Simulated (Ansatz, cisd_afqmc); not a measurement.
Species: BH3, charge 0, singlet. BH3 (borane, SMILES B).
B3LYP-D3(BJ)/def2-TZVP minimum from Ansatz (a quantum-chemistry and plane-wave program):
```xyz
4

B      0.0000     0.0000     0.0000
H     -1.1494    -0.1057    -0.2868
H      0.4289    -0.5640     0.9553
H      0.7205     0.6696    -0.6685
```
Charge 0, spin multiplicity 1.

Total energies in cc-pVDZ, 6 correlated electrons, 1 frozen orbitals. Radicals and triplets start from unrestricted determinants; spin-orbit coupling is neglected. Correlated methods leave the cores frozen. No relativity. AFQMC is phaseless with a CISD trial state; ± is one standard error, without the phaseless bias. Outlying blocks are dropped, and bars are widened where a walk drifts. Over all cases where full CI ran beside it in this data, AFQMC minus full CI had a median of +0.1 mEh and passed +0.4 mEh in a tenth of the cases.

```tsv
method	program	energy (Eh)	error against FCI (mEh)
HF	Ansatz	-26.39069	117.92
MP2	Ansatz	-26.48269	25.91
CCSD	Ansatz	-26.50671	1.90
CCSD(T)	Ansatz	-26.50821	0.39
CCSDT(Q)	Ansatz	-26.50860	0.01
CCSDTQ	Ansatz	-26.50860	0.00
AFQMC/CISD	cisd_afqmc	-26.5086 ± 0.0001	0.0 ± 0.1
FCI	Ansatz	-26.50860	0.00
```
